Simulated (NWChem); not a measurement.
# CH₃Mg, doublet; SMILES [CH3][Mg]

```xyz
5

Mg     0.0000     0.0000    -0.9511
C      0.0000     0.0000     1.1795
H      0.7294     0.7294     1.5714
H      0.2670    -0.9963     1.5714
H     -0.9963     0.2670     1.5714
```
Atoms are numbered in this order, from 1.

In the optimisation the excess spin sits in a1 (C3v, its own frame). Structure relaxed at the PBE0/def2-SVP, spin-unrestricted level. The spin multiplicity was typed, not searched, and may not be the lowest. No stability test was run on the SCF state.

Task: List the 4 lowest vertical excitations from PBE0/6-31+G* (spherical d), spin-unrestricted, TDA (NWChem).

Result: 
| state | energy (eV) | oscillator strength | <S²> |
|---|---|---|---|
| state 1 | 2.60 | 0.121 | 0.76 |
| state 2 | 2.60 | 0.121 | 0.76 |
| state 3 | 3.45 | 0.000 | 0.80 |
| state 4 | 4.05 | 0.402 | 0.78 |
